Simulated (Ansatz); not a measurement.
Basis-set series for CH₃AlOTe (`[TeH][Al]1[CH2][O]1`). The species carries charge 0 and has multiplicity 1. Te: def2 effective core potential. Geometry: relaxed with PBE0-D4/def2-TZVP.

```json
{"functional": "PBE0-D4", "basis": "def2-TZVPP", "functions": "196", "energy (Eh)": "-625.42383", "HOMO (eV)": "-6.49", "LUMO (eV)": "-1.49"}
{"functional": "PBE0-D4", "basis": "def2-QZVPP", "functions": "356", "energy (Eh)": "-625.43970", "HOMO (eV)": "-6.52", "LUMO (eV)": "-1.54"}
{"functional": "ωB97M-V", "basis": "def2-TZVPP", "functions": "196", "energy (Eh)": "-625.56500", "HOMO (eV)": "-8.70", "LUMO (eV)": "0.16"}
{"functional": "ωB97M-V", "basis": "def2-QZVPP", "functions": "356", "energy (Eh)": "-625.58057", "HOMO (eV)": "-8.73", "LUMO (eV)": "-0.02"}
```

(1) Give the rows for def2-SVP. (Estimate.)

Results:

(1) Ansatz gave: 
| functional | basis | functions | energy (Eh) | HOMO (eV) | LUMO (eV) |
| --- | --- | --- | --- | --- | --- |
| PBE0-D4 | def2-SVP | 87 | -625.18693 | -6.46 | -1.41 |
| ωB97M-V | def2-SVP | 87 | -625.32389 | -8.66 | 0.33 |

Positive LUMOs are unbound and depend on the basis.
